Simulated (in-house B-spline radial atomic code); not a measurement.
A fraction x of an electron is removed from 3p in Ca²⁺, starting from [Ne] 3s2 3p6 and keeping the highest spin. Level of theory: scalar-relativistic (X2C) LC-wPBE, spin-polarised, spherical fractional occupations, Fermi nucleus of rms radius 3.4776 fm; calculated with a B-spline radial code for spherical atoms.

Caution: exact exchange at fractional occupations of open shells leaves self-interaction of up to several eV.

```csv
x,E(x) - E(0) (eV),3p down level (eV)
0,0.0000,-48.333
0.12,5.8875,-49.791
0.21,10.4183,-50.892
0.32,16.0909,-52.248
0.4,20.3105,-53.241
0.5,25.6971,-54.489
0.54,27.8867,-54.990
0.66,34.5757,-56.502
0.75,39.7123,-57.643
0.91,49.0985,-59.686
1,54.5222,-60.843
```

The exact functional would give a straight line between the two integer points. Deviations E(x) - E(0) - x[E(1) - E(0)], in eV: -0.655 at x = 0.12, -1.031 at x = 0.21, -1.356 at x = 0.32, -1.498 at x = 0.4, -1.564 at x = 0.5, -1.555 at x = 0.54, -1.409 at x = 0.66, -1.179 at x = 0.75, -0.517 at x = 0.91.

The curve lies below the straight line by up to 1.564 eV (at x = 0.5): convex, the delocalisation error, to which spherically averaged exact exchange adds.

(1) How well does Slater's transition state (minus the level at half occupation) give the ionisation energy?

Answers

(1) It gives 54.489 eV against 54.522 eV from the two total energies; NIST lists 50.91 eV, ground level to ground level. The end point has an open shell averaged over its orbitals, so its exact exchange keeps a self-interaction and this is no true integer point.
